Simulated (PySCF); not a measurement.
## Au₃S⁺, singlet: structure and spectrum

All numbers come from PBE0 in PySCF with S def2-SVP, Au def2-SVP with ECP60; scalar-relativistic core potentials, no spin–orbit coupling; density-fitted integrals.

The structure is a saddle point with 1 imaginary mode.

```xyz
4
charge 1 multiplicity 1, angstrom
S     0.0000    0.0000   -1.2263
Au    0.0000    0.0000    1.1181
Au    2.2665    0.0000   -0.4596
Au   -2.2665    0.0000   -0.4596
```

```
Point group                                                                   : C2v
Bond lengths                                                                  : Au–Au 2.762 Å (×2), S–Au 2.344 Å, S–Au 2.393 Å (×2)
Bond angles                                                                   : Au–Au–Au 110.3°, Au–Au–S 53.5° (×2), Au–Au–S 55.2° (×2), Au–S–Au 71.3° (×2), Au–S–Au 142.6°
Rotational constants                                                          : 0.04465, 0.00833, 0.007021 cm⁻¹
Principal quadrupole moments (Buckingham, traceless) about the centre of mass : -22.67, -8.82, 31.49 D Å
Zero-point energy (real modes)                                                : 5.2 kJ/mol
Principal polarisabilities                                                    : 58.7, 83.6, 147.9 bohr³
Lowest empty level                                                            : -8.52 eV
Dipole moment about the centre of mass                                        : 1.13 D
Highest occupied level                                                        : -11.59 eV
```

Harmonic modes (masses in u: S 31.972, Au 196.967):
```
symmetry  ω (cm⁻¹)  IR (km/mol)   μ (u)
      b1       64i            –   37.60
      a1        78          0.0  174.48
      b2        96          0.1  155.73
      a1        97          0.0  148.67
      b2       286          1.0   35.63
      a1       305          0.3   36.19
```

In C2v the vibrations span b1 + 3a1 + 2b2. Here b1 is antisymmetric to the molecular plane and b2 lies in it.

Charges (e):
```
 atom  Mulliken  Löwdin  polar tensor  Mayer order to S1
   S1     -0.23    0.46         -0.13                  –
  Au2      0.31    0.10          0.37               0.88
Au3,4      0.46    0.22          0.38               0.74
```
Other Mayer orders above 0.3: Au–Au 0.37 (×2).

Mulliken populations on S1: s 5.94, p 10.21, d 0.08.

Outer orbital energies (eV). occupied: -14.22, -14.09, -13.86, -13.81, -13.78, -12.82, -12.59, -11.59; empty: -8.52, -7.75, -7.49, -4.65.

Stability towards spin polarisation was not tested. Other isomers or separated fragments may lie lower. At this level a singlet minimum of C3v symmetry lies 69 kJ/mol below this structure. Spin–orbit coupling, left out here, can matter for elements this heavy.

The final relaxation and frequency run took about 6 core-minutes on a shared host.
